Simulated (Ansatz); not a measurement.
Two members of one family (Tetramethylammonium salts), computed with Ansatz in the gas phase. The two geometries come from different levels. Binding counts from free atoms in the multiplicity of their measured ground term, without zero-point energy. The structures are stationary points that may keep the symmetry of their start.

First: tetramethylammonium hexafluorophosphate (singlet, charge 0, r2SCAN-D4/def2-SVP geometry).

```csv
atom,x (Å),y (Å),z (Å)
C1,-0.796,2.570,0.286
N2,-0.177,1.228,0.088
C3,-0.685,0.632,-1.195
C4,-0.525,0.341,1.251
C5,1.314,1.358,0.011
H6,-1.885,2.450,0.352
H7,-0.411,3.009,1.216
H8,-0.541,3.213,-0.567
H9,-0.447,1.331,-2.008
H10,-0.200,-0.340,-1.338
H11,-1.769,0.492,-1.108
H12,-0.222,0.861,2.170
H13,-1.607,0.165,1.245
H14,-0.002,-0.615,1.147
H15,1.674,1.795,0.951
H16,1.564,2.015,-0.833
H17,1.725,0.352,-0.138
F18,-0.981,-2.154,-0.293
P19,0.428,-3.029,-0.222
F20,0.523,-2.647,1.375
F21,1.248,-1.586,-0.539
F22,-0.401,-4.369,0.107
F23,1.844,-3.795,-0.141
F24,0.329,-3.276,-1.819
```

| level | HOMO (eV) | LUMO (eV) | gap (eV) | binding per atom (eV) |
| --- | --- | --- | --- | --- |
| PBE-D4/def2-SVP | -6.55 | -1.03 | 5.51 | 4.03 |
| PBE-D4/def2-TZVP | -7.04 | -1.38 | 5.67 | 4.01 |
| r2SCAN-D4/def2-TZVP | -7.59 | -0.83 | 6.76 | 3.93 |
| PBE0-D4/def2-SVP | -8.93 | -0.14 | 8.78 | 3.93 |
| PBE0-D4/def2-TZVP | -9.23 | -0.53 | 8.70 | 3.92 |

Second: tetramethylammonium triflate (singlet, charge 0, PBE-D4/def2-SVP geometry).

```xyz
25

C    -1.242   -2.358    0.151
N    -0.788   -1.026    0.661
C     0.674   -1.106    1.031
C    -1.573   -0.649    1.881
C    -1.010    0.020   -0.406
H    -1.079   -3.125    0.929
H    -2.316   -2.302   -0.108
H    -0.652   -2.604   -0.750
H     1.259   -1.307    0.114
H     0.994   -0.101    1.373
H     0.791   -1.889    1.802
H    -2.646   -0.588    1.619
H    -1.417   -1.410    2.667
H    -1.214    0.335    2.230
H    -2.087    0.034   -0.653
H    -0.373   -0.226   -1.275
H    -0.638    0.987   -0.017
O     1.840    0.207   -1.390
S     2.094    1.548   -0.749
O     3.505    1.969   -0.649
O     1.247    1.796    0.482
C     1.318    2.730   -1.998
F     1.395    4.004   -1.583
F     0.000    2.427   -2.170
F     1.919    2.631   -3.194
```

Problem. Estimate the same table for the second.

Solution. 
```csv
level,HOMO (eV),LUMO (eV),gap (eV),binding per atom (eV)
PBE-D4/def2-SVP,-4.79,-0.89,3.90,4.08
PBE-D4/def2-TZVP,-5.24,-1.26,3.98,4.08
r2SCAN-D4/def2-TZVP,-5.61,-0.74,4.86,3.96
PBE0-D4/def2-SVP,-6.58,-0.01,6.57,3.93
PBE0-D4/def2-TZVP,-6.90,-0.42,6.48,3.95
```
